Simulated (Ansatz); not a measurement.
Reaction (cleavage of the Si–Ge bond): `[CH3][GeH]([CH3])[SiH3]` + `NB[SeH]` → `NB[Se][SiH3]` + `[CH3][GeH2][CH3]`

Computed with Ansatz on PBE0-D4/def2-TZVP structures; ΔE is electronic, products minus reactants. CCSD(T)/CBS adds triple-zeta CCSD(T) − MP2 to the extrapolated MP2 energy (def2 sets, frozen cores). Functionals use def2-TZVPP. B3LYP here is the variant with VWN-RPA as its local correlation; programs differ in this. For Ge, Se outer-core shells are correlated without core-valence functions, which leaves a few kJ/mol of doubt a bond. Scalar relativity is left out up to krypton. One conformer a species, not always the lowest.

`[CH3][GeH]([CH3])[SiH3]`:

Z-matrix (Å, degrees):
```
C
Ge 1 1.961
H 1 1.091 2 110.8
H 1 1.091 2 110.0 3 120.1
H 1 1.091 2 110.3 3 -120.2
C 2 1.961 1 109.7 3 -178.3
Si 2 2.385 1 110.4 3 59.8
H 2 1.547 1 108.8 3 -59.5
H 6 1.091 2 110.8 1 178.4
H 6 1.091 2 110.0 1 58.3
H 6 1.091 2 110.3 1 -61.4
H 7 1.489 2 111.1 1 179.8
H 7 1.490 2 110.2 1 60.2
H 7 1.489 2 111.1 1 -59.5
```

`NB[SeH]`:

Cartesian coordinates in Å:
```
N -0.086 0.324 -1.170
B 0.188 0.167 0.183
Se -0.663 -1.271 1.200
H 0.338 1.055 -1.715
H -0.710 -0.262 -1.697
H 0.943 0.908 0.733
H -0.011 -0.922 2.465
```

`NB[Se][SiH3]`:

```xyz
10

N     0.176   -0.087   -1.631
B    -0.983    0.497   -1.142
Se   -1.472    0.652    0.752
Si    0.396   -0.190    1.732
H     0.360   -0.139   -2.618
H     0.883   -0.529   -1.067
H    -1.783    0.953   -1.901
H     1.539    0.755    1.639
H     0.807   -1.465    1.080
H     0.076   -0.447    3.156
```

`[CH3][GeH2][CH3]`:

Z-matrix (Å, degrees):
```
C
Ge 1 1.955
H 1 1.091 2 110.3
H 1 1.091 2 110.8 3 120.1
H 1 1.091 2 110.3 3 -119.8
C 2 1.955 1 110.6 3 59.9
H 2 1.544 1 109.6 3 -179.2
H 2 1.544 1 109.6 3 -61.0
H 6 1.091 2 110.3 1 59.9
H 6 1.091 2 110.3 1 -59.9
H 6 1.091 2 110.8 1 -180.0
```

```csv
level,ΔE (eV)
PBE-D4,-0.37
B3LYP-D4,-0.42
B2PLYP,-0.44
PBE,-0.36
```

Problem. What does CCSD(T)/CBS give? (Best estimate.)

Solution. Computed: -0.46 eV. The listed levels differ from it by 0.09, 0.04, 0.02, 0.10 eV.

Largest T1 diagnostic among the species: 0.011.

From PBE to PBE0 (25 % exact exchange), in def2-TZVPP and without D4, ΔE moves by −0.04 eV.
